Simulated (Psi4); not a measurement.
Psi4 input (wB97X-D/6-311+G**):

```
memory 1500 MB

molecule {
-1 1
C    -2.21082500    0.52521900   -0.10050000
Si   -0.79333700   -0.71996200   -0.65220900
B     0.86418100    0.09598600    0.18568100
O     1.22275300    1.44173600    0.13906600
O     1.88207700   -0.69880800    0.74748500
H    -2.26350500    0.70740500    0.97724000
H    -3.19223500    0.16810300   -0.43039500
H    -2.04030400    1.48985700   -0.59000800
H    -0.95713700   -1.80744600    0.43296800
H     2.10804500    1.54894700    0.51438600
H     1.55725500   -1.60207100    0.80892800
symmetry c1
no_reorient
no_com
}

set {
  basis 6-311+G**
  reference rks
  scf_type df
  df_basis_scf def2-universal-jkfit
  dft_radial_points 99
  dft_spherical_points 590
  e_convergence 1e-8
  d_convergence 1e-7
  maxiter 150
}

e = energy('wb97x-d')
print_out(f'\nFINAL {e:.10f} DIPOLE {variable("CURRENT DIPOLE")[0]:.6f} {variable("CURRENT DIPOLE")[1]:.6f} {variable("CURRENT DIPOLE")[2]:.6f}\n')
```

From the output:

```
     133A      3.671985   134A      3.688280   135A      3.829526
     136A      4.018363   137A      4.027037   138A      4.076014
     139A      4.136171   140A      5.229740   141A      5.243875
     142A      5.380112   143A      5.606371   144A      5.779077
     145A      5.823228   146A      5.967690   147A     11.743693
     148A     11.781697   149A     11.794680   150A     14.846094
     151A     24.244984   152A     50.148309   153A     50.183825
     154A    141.463617

    Final Occupation by Irrep:
              A
    DOCC [    24 ]
    NA   [    24 ]
    NB   [    24 ]

  @DF-RKS Final Energy:  -506.61583189729652

   => Energetics <=

    Nuclear Repulsion Energy =            200.9244991490126608
    One-Electron Energy =               -1105.6638304040354797
    Two-Electron Energy =                 433.3856203572250934
    DFT Exchange-Correlation Energy =     -35.2585895972587551
    Empirical Dispersion Energy =          -0.0035314022400956
    VV10 Nonlocal Energy =                  0.0000000000000000
    Total Energy =                       -506.6158318972965162

Computation Completed

Properties will be evaluated at   0.000000,   0.000000,   0.000000 [a0]

Properties computed using the SCF density matrix

 Multipole Moments:

 ------------------------------------------------------------------------------------
     Multipole            Electronic (a.u.)      Nuclear  (a.u.)        Total (a.u.)
 ------------------------------------------------------------------------------------

 L = 1.  Multiply by 2.5417464519 to convert [e a0] to [Debye]
 Dipole X            :          1.0671230           -0.0000076            1.0671155
 Dipole Y            :          0.7421566           -0.0000094            0.7421472
 Dipole Z            :          1.3211248            0.0000113            1.3211361
 Magnitude           :                                                    1.8533533

 ------------------------------------------------------------------------------------

FINAL -506.6158318973 DIPOLE 1.067115 0.742147 1.321136

*** Psi4 exiting successfully. Buy a developer a beer!
```

The dipole moment of an ion depends on the origin.

The geometry given is a B3LYP-D3(BJ)/def2-TZVP minimum.
